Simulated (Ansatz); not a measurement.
# Relative stability

Two relaxed structures of BSnH4Cl, singlet (PBE0-D4/def2-TZVP; forces vanish, vibrations not checked).

A:

Cl1  (-1.468, -1.178, -1.009)
B2  (0.188, 0.020, 0.292)
Sn3  (0.702, 1.791, -1.032)
H4  (-1.687, -2.140, -0.189)
H5  (1.813, 2.241, 0.279)
H6  (-0.560, 0.169, 1.219)
H7  (0.928, -0.925, 0.332)
(Å)

B:

```
7
angstrom
Cl -0.9194 -2.1802 1.1224
B -0.8512 -1.0136 -0.1622
Sn 0.5471 0.7486 -0.0100
H -1.5732 -1.2141 -1.0906
H 0.4378 1.7795 -1.3676
H 0.1950 1.6676 1.3865
H 2.1639 0.2121 0.1215
```

Computed with Ansatz 0.2.0 (basis: def2-TZVPP); correlated methods freeze the cores. Filled d shells of the heavier atoms are correlated. Core potentials replace the inner electrons of the atoms past krypton. The def2 sets are not built for correlating such inner shells, so the correlated values are less sure here. B3LYP uses VWN-RPA correlation.

Task: Which structure is lower at CCSD(T), and by how much? (Judge from chemistry; the value comes from the calculation.)

Result: By the calculation: B, by 1.649 eV (electronic energy, against the other). By their contacts, A is a complex of BSnH₃ ([BH2][SnH]) + HCl and B is BSnH₄Cl ([Cl][BH][SnH3]).

All methods give the same order:

```
   method  E(B) − E(A) (eV)
   PBE-D4            -1.468
r2SCAN-D4            -1.639
  PBE0-D4            -1.595
 B3LYP-D4            -1.446
  wB97M-V            -1.596
       HF            -1.724
      MP2            -1.638
     CCSD            -1.641
  CCSD(T)            -1.649
```

T1 diagnostic: at most 0.014. The restricted Hartree–Fock reference is unstable towards an unrestricted one at one or more of these structures.

Labels in which every atom is bracketed show which atoms are joined, not bond orders.

For scale, one of the runs: CCSD(T)/def2-TZVPP, 179 basis functions, launched by `ansatz run in.yaml --threads 2 --pin off --events-out ev --progress --plain --max-ram 4352MiB`. The run took 66 s on 2 CPU threads of an Arm Neoverse V2 (shared host), with 1.8 GiB of host memory at its peak.
